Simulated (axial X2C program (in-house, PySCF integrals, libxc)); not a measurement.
## NbB along the bond: PBE50, two-component

Computed with an in-house all-electron X2C program for linear molecules (integrals from PySCF). Two-component (2c) means X2C with spin–orbit coupling and atomic mean-field two-electron Coulomb and Gaunt terms. Basis: Nb dyall-cv3z [11s12p9d5f3g], B dyall-v3z [7s6p2d1f] (cores contracted in-house); Gaussian nuclei, density fitting, unrestricted open shells. Masses: Nb 92.906 u, B 11.009 u.

State: Ω = 3 (⟨Sz⟩ = 3.00, ⟨Lz⟩ = 0.00 at PBE50). Dipoles are positive if B is the positive end.

```tsv
R (Å)	μ (D)	HOMO (eV)	LUMO (eV)
1.905	-2.675	-5.70	-1.29
1.993	-2.958	-5.78	-1.11
2.059	-3.126	-5.82	-1.14
2.124	-3.256	-5.86	-1.19
2.190	-3.346	-5.88	-1.23
2.267	-3.400	-5.90	-1.29
2.343	-3.397	-5.90	-1.34
2.442	-3.310	-5.87	-1.42
2.562	-3.256	-5.87	-1.47
```

**Question.** The minimum lies at 2.083 Å. What is the dipole moment there, and its slope?

**Answer.** At PBE50, 2c, with the sign and origin stated: μ = -3.18 D, dμ/dR = -2.05 D/Å.

One determinant describes the state; a PBE0 search over occupations chose it and may have missed a lower one. Density functionals use the spin component along the axis (collinear). PBE0 can misorder states that lie within some tenths of an eV, so this need not be the ground state of the molecule. The nearest other 2c determinant of the search, Ω = 1, lies 0.66 eV up at the distance of the search. With several unpaired electrons one determinant need not be a pure state. Open-shell Ω = 0 determinants with evenly filled partner blocks cannot be reached by this program, so the Ω shown need not be the lowest component. The stretched end of a curve changes character and is left out.
